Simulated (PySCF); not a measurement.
# Polarisability and C₆ of Zn⁺ (zinc, charge +1)

[Ar] 3d10 4s1, 2S determinant. Calculation: PySCF 2.14, in aug-cc-pVTZ-PP with one added diffuse shell each of s, p, d, f, g type with ECP10MDF (7s7p6d4f3g, 113 functions); scalar relativity through the core potential. Coupled (time-dependent) response in atomic units; α is the mean over directions.

```tsv
method	mean α (bohr³)	C₆ (like pair)	S(−4)
M06	15.02	59.68	182.2
```

S(−4) is the Cauchy moment in α(ω) = α(0) + S(−4) ω² + …

α(iu) at M06:

| u (hartree) | α(iu) (bohr³) |
| --- | --- |
| 0 | 15.02 |
| 0.0500 | 14.58 |
| 0.100 | 13.44 |
| 0.200 | 10.45 |
| 0.300 | 7.941 |
| 0.500 | 5.006 |
| 0.750 | 3.309 |
| 1.00 | 2.444 |
| 1.50 | 1.582 |
| 2.00 | 1.150 |
| 3.00 | 0.7145 |
| 5.00 | 0.3690 |

A single London oscillator, α(iu) = α/(1 + u²/ω²), gives C₆ = (3/4) ω α². Matching the computed C₆ needs ω = 4 × 59.68 / (3 × 15.02²) = 0.353 hartree.

For an ion, C₆ is the dispersion term alone; charge-induced terms of lower order in 1/R come first.

Energies and moments cover only the electrons outside the core potential.
